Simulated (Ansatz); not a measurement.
`BCC(C)F`. Total charge 0; spin multiplicity 1.

```xyz
13

B    -0.230   -1.507    1.043
C    -0.865   -0.215    0.468
C    -0.237    0.373   -0.772
C     1.115    0.992   -0.521
F    -1.079    1.363   -1.286
H    -0.539   -1.889    2.133
H     0.528   -2.173    0.395
H    -1.007    0.557    1.233
H    -1.892   -0.546    0.226
H    -0.163   -0.394   -1.551
H     1.506    1.445   -1.433
H     1.822    0.230   -0.184
H     1.043    1.764    0.249
```

(1) What are the harmonic wavenumbers in cm⁻¹ at PBE0-D4/def2-TZVP (Ansatz, finite differences of forces, unscaled)? (Best estimate.)

(2) Is this a minimum?

(3) Give the ideal-gas thermochemistry at 298.15 K and 1 bar (rigid rotor, harmonic oscillator; point group C1, symmetry number 1).

Results:

(1) Ansatz gave: 108, 189, 218, 261, 368, 402, 478, 573, 764, 883, 943, 962, 999, 1096, 1113, 1168, 1222, 1225, 1294, 1361, 1376, 1410, 1412, 1477, 1490, 2573, 2654, 2973, 3046, 3053, 3069, 3131, 3143.

(2) Yes, all 33 modes are real.

(3) Zero-point energy 277.7 kJ/mol; H(298) − E = 297.6 kJ/mol; entropy 327.1 J/(mol·K), of which translation 162.5, rotation 108.1, vibration 56.5; G(298) − E = 200.1 kJ/mol.
